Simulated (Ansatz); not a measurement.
The cluster Sn5H7⁺, relaxed as a singlet with RKS PBE-D4/def2-SVP in Ansatz, starting from the GFN2-xTB geometry. Force threshold 0.02 eV/Å.

In the def2 sets Sn takes a core potential; there is no spin–orbit coupling. The restricted singlet is unstable towards broken spin symmetry in Hartree–Fock (as tested in another run); at PBE-D4/def2-SVP this wasn't settled. Another isomer (singlet) lies 0.62 eV lower at PBE0-D4/def2-TZVP; other spin states weren't run for this one.

Start:

Cartesian coordinates in Å:
```
Sn 2.5529 0.4351 0.2141
Sn -0.1613 -0.7121 -0.2215
Sn -0.8844 -1.6139 -2.9933
Sn 1.1221 0.5208 3.5228
Sn -2.0649 1.1387 0.9678
H -0.2469 -2.2067 -4.5391
H -0.0051 1.0614 4.8312
H 2.9138 0.4004 -1.6651
H 0.0000 1.7121 1.5533
H -0.5022 1.1190 -0.9468
H -2.4350 -1.1542 -3.7909
H -0.2889 -0.7006 3.0676
```

Question: Estimate the energy that the relaxation releases and the steps that it takes.

Answer: 305.9 kJ/mol, in 41 steps; 83 s on 4 threads of Arm Neoverse V2 on a shared host. The force fell under the threshold at step 38, but the optimiser went on. No frequencies were taken in this run, so the end may be a saddle point.

Question: Does the start keep its bonding?

Answer: Bonds formed: Sn1–H10, Sn3–H8, Sn4–H9, Sn5–H9, Sn5–H12 (atoms count from 1). Metal–metal contacts that move far: Sn4–Sn5 4.13 to 3.06 Å.

Question: Predict the relaxed structure.

Answer: 
| atom | x (Å) | y (Å) | z (Å) |
| --- | --- | --- | --- |
| Sn1 | 2.791 | -0.208 | -1.992 |
| Sn2 | 0.843 | -0.965 | 0.030 |
| Sn3 | -0.392 | -0.871 | -2.572 |
| Sn4 | -0.106 | 1.210 | 4.188 |
| Sn5 | -1.568 | -0.011 | 1.794 |
| H6 | -0.545 | -2.253 | -3.596 |
| H7 | -1.929 | 1.210 | 3.972 |
| H8 | 1.297 | -0.281 | -3.329 |
| H9 | -0.282 | 1.451 | 2.201 |
| H10 | 1.543 | 0.792 | -0.784 |
| H11 | -1.233 | 0.490 | -3.235 |
| H12 | -0.419 | -0.565 | 3.322 |
Bond lengths (bridged metal pairs left out): 3 × Sn–Sn 2.88 to 3.14 Å; 10 × H–Sn 1.73 to 2.01 Å.
